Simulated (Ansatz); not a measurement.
C2H8BrNOSi (SMILES CCO[SiH](N)Br), singlet, geometry from GFN2-xTB; PBE/pcseg-2 (Ansatz, a quantum-chemistry and plane-wave program).

The Ansatz input:
Ansatz 0.2 input:
```yaml
crystal:
  periodic: [false, false, false]
  atoms:
    - {symbol: Si, position_ang: [0.58627516, -0.82134147, 0.23664542]}
    - {symbol: N, position_ang: [1.13508359, -0.81860128, 1.85257790]}
    - {symbol: Br, position_ang: [0.99725720, 1.19751211, -0.57106495]}
    - {symbol: O, position_ang: [-0.99674909, -1.04291717, 0.38522464]}
    - {symbol: C, position_ang: [-2.02574496, -0.81149635, -0.53602993]}
    - {symbol: C, position_ang: [-3.34728524, -0.68255673, 0.20259949]}
    - {symbol: H, position_ang: [1.19636307, -1.73309236, -0.72238613]}
    - {symbol: H, position_ang: [2.11191496, -0.67737958, 2.03957916]}
    - {symbol: H, position_ang: [0.73250734, -1.47111136, 2.50218135]}
    - {symbol: H, position_ang: [-1.81953951, 0.10519207, -1.10242008]}
    - {symbol: H, position_ang: [-2.06134027, -1.64933234, -1.24348074]}
    - {symbol: H, position_ang: [-3.55332341, -1.59199490, 0.76159761]}
    - {symbol: H, position_ang: [-3.30185822, 0.15133917, 0.89841000]}
    - {symbol: H, position_ang: [-4.14998900, -0.50989955, -0.50850386]}
basis:
  gaussian:
    orbitals: pcseg-2
hamiltonian:
  xc: pbe
```

### Question
Predict the main parts of the log of this Ansatz run.

### Answer

```
Functional definition: PBE
1669 factors; their error is unknown
mean field evaluation 1: about -83629.9357 eV, gradient 1.0e2 eV
mean field evaluation 2: about -83549.0497 eV, gradient 2.0e2 eV
mean field evaluation 4: about -83650.4030 eV, gradient 2.5e1 eV
mean field evaluation 8: about -83651.5013 eV, gradient 1.5e-1 eV
mean field evaluation 16: about -83651.3921 eV, gradient 4.8e-4 eV
mean field -83651.39210054 eV, -3074.1319587447 hartree, gradient 3.7e-5 eV, S^2 0.000000; 0 other end points of the search recorded, 0 dependent functions left out
reference -83651.39215719 eV, -3074.1319608266 hartree; 42, 42 occupied and 267, 267 virtual orbitals, 1669 factors
Total energy: -83651.39215719 eV, -3074.1319608266 hartree
```
